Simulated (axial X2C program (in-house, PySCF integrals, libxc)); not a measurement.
**TiB⁺ along the bond: HF, with spin–orbit coupling**

All values were computed with an in-house all-electron X2C program for linear molecules (integrals from PySCF). Two-component (2c) means X2C with spin–orbit coupling and atomic mean-field two-electron Coulomb and Gaunt terms. Basis: Ti dyall-cv3z [10s10p6d4f2g], B dyall-v3z [7s6p2d1f] (cores contracted in-house); Gaussian nuclei, density fitting, unrestricted open shells. Masses: Ti 47.948 u, B 11.009 u.

State: Ω = 4 (⟨Sz⟩ = 2.00, ⟨Lz⟩ = 2.00 at HF). Dipoles are positive if B is the positive end and refer to the centre of mass.

Results along the bond:

```
R (Å)   μ (D)  HOMO (eV)  LUMO (eV)
1.808  -4.333     -14.24      -5.35
1.891  -4.464     -13.79      -5.31
1.953  -4.556     -13.49      -5.32
2.016  -4.654     -13.22      -5.34
2.078  -4.755     -12.97      -5.38
2.151  -4.876     -12.71      -5.43
2.224  -4.993     -12.49      -5.48
2.317  -5.118     -12.27      -5.56
2.431  -5.113     -12.16      -5.64
```

The state is a single determinant with fixed occupations, the lowest that a limited PBE0 search found. Other states lie close and PBE0, whose exact exchange favours high spin, may order them wrongly; the determinant shown need not be the ground state. The nearest other 2c determinant of the search, Ω = 3, lies 0.46 eV up at the distance of the search. With several unpaired electrons one determinant need not be a pure state. Open-shell Ω = 0 determinants with evenly filled partner blocks cannot be reached by this program, so the Ω shown need not be the lowest component. The stretched end of a curve changes character and is left out.
